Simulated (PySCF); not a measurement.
A run for PySCF: R-B3LYP/LANL2DZ on BHI2 (SMILES IBI), a point of a bond scan (R = 4.227 Å).

```python
from pyscf import gto, scf, dft, mp
from pyscf.data.elements import chemcore

mol = gto.M(
    atom='''
    B    -0.70417345   -0.42698726   -0.46384859
    H    -1.58315679   -0.95997341   -1.04284684
    I    -0.10448873    3.71322352   -1.07020969
    I     0.50063343   -1.58472360    0.83046480
    ''',
    basis='lanl2dz',
    ecp={'I': 'lanl2dz'},
    charge=0, spin=0, verbose=3, max_memory=1800)
mf = dft.RKS(mol, xc='b3lyp')
mf.conv_tol = 1e-8
mf.max_cycle = 100
mf.kernel()
if not mf.converged:
    mf = mf.newton().run(mf.mo_coeff, mf.mo_occ)
```

Output:

```
converged SCF energy = -48.1107075845362
```

The calculation finished and met its thresholds.

Cost: about 4 core-seconds (a rough figure).
